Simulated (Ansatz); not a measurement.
Ideal-gas functions of `[Br][Ge][Br]` at 298.15 K and 1 bar, from an Ansatz frequency run at PBE0-D4/def2-TZVP.

Molar mass 232.42 g/mol, point group C2v (symmetry number 2), electronic degeneracy 1, moments of inertia 110.857, 521.058, 631.915 u Å². Harmonic wavenumbers (cm⁻¹, unscaled): 102, 284, 293.

Use S(trans) = R[1.5 ln M + 2.5 ln T − 1.1517]; rotational temperatures θ = 24.2544 K / I; S(rot) = R[ln(√π/σ · √(T³/θAθBθC)) + 1.5]; for each mode x = 1.438777 ν̃/T, S = R[x/(eˣ − 1) − ln(1 − e⁻ˣ)] and H = RT x/(eˣ − 1); 1 cm⁻¹ = 0.0119627 kJ/mol; R = 8.31446 J/(mol·K).

By hand: the entropy, in J/(mol·K).

Translation 176.8. Rotation: θ = 0.2188, 0.0465, 0.0384 K, giving 115.2. Vibration, mode by mode: 14.29, 6.32, 6.09, in all 26.7. Electronic 0.0. Sum 318.7 J/(mol·K).

By hand: H − E and G − E in kJ/mol, counted from the electronic energy.

Zero-point energy ½ × 679 × 0.0119627 = 4.1; thermal vibration 4.2; translation, rotation and pV give 4 RT = 9.9. H − E = 18.2 kJ/mol, and G − E = 18.2 − 298.15 × 318.7/1000 = -76.8 kJ/mol.

Vibration gives 8 % of the entropy, 14.3 J/(mol·K) of it from the mode under 150 cm⁻¹: soft modes count most, and the harmonic formula is weakest for them.
